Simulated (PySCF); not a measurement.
Compound: Ta(NMe)F3, CH₃F₃NTa (singlet state).
SMILES: `C[N]=[Ta]([F])([F])[F]`

Computed, not measured: PySCF, PBE0-D3(BJ)/def2-SVP geometry optimisation, gas phase, def2 core potentials past Kr.

Masses are those of the commonest isotopes; rigid-rotor values at the optimised geometry. 

Task: What are A, B and C (GHz)?

Result: Ia = 188.87, Ib = 307.17, Ic = 307.89 u·Å²; 505379 MHz·u·Å²/I gives 2676, 1645 and 1641 MHz, that is A = 2.6759, B = 1.6453, C = 1.6414 GHz.

Task: What kind of rotor is it?

Result: A prolate symmetric top, as the point group C3 requires two equal moments; the computed ones differ by 0.23 % because the geometry is symmetric only within the optimiser's tolerance. Ray's parameter κ = (2B − A − C)/(A − C) = -0.993; −1 is the prolate and +1 the oblate limit.

Task: Where do the R-branch lines fall?

Result: The dipole of 1.38 D lies along the symmetry axis, so ΔK = 0 and J+1 ← J falls at 2B(J+1) for every K: 3.29 GHz, 6.57 GHz, 9.86 GHz, 13.15 GHz, 16.43 GHz for J = 0 to 4.

Task: Estimate the classical rotational partition function at 10 K, 298.15 K and 500 K.

Result: Point group C3, symmetry number σ = 3; q = (√π/σ)·√((kT/h)³/(ABC)), k/h = 20836.6 MHz/K: 661 at 10 K, 108000 at 298.15 K, 234000 at 500 K.

Stationary, but not proved a minimum. No vibrational averaging or centrifugal distortion is included, and the geometry carries the error of its method.

Hardware: an Arm Neoverse V1 with one thread, no GPU, on a shared host. Cost: 87 s. These figures are those of the optimisation.
